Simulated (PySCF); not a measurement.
Si(All)(H)3 (C₃H₈Si), SMILES [SiH3]CC=C. Geometry: PBE-D3(BJ)/def2-SVP. Other conformers were not sampled.

These are PBE-D3(BJ)/def2-SVP (PySCF) values and carry that method's errors.

Harmonic wavenumbers (cm⁻¹): 82, 146, 214, 396, 502, 568, 579, 749, 813, 881, 885, 911, 912, 924, 987, 1027, 1129, 1169, 1270, 1358, 1389, 1664, 2154, 2165, 2174, 2971, 3034, 3064, 3072, 3169. Rotational constants (GHz): 15.35, 2.716, 2.600; symmetry number 1.

### Question
Work out the zero-point energy and the ideal-gas rigid-rotor harmonic-oscillator thermochemistry at 298.15 K and 1 atm.

### Answer
ZPE = ½ Σ hcν = ½ × 40359 cm⁻¹ = 57.70 kcal/mol. H − E(el) = 62.22 kcal/mol. Entropy in cal/(mol K): translation 38.75, rotation 25.50, vibration 12.69, total 76.94. G − E(el) = 39.28 kcal/mol. Cp = 24.07 cal/(mol K). Modes under 150 cm⁻¹ make the vibrational entropy uncertain.
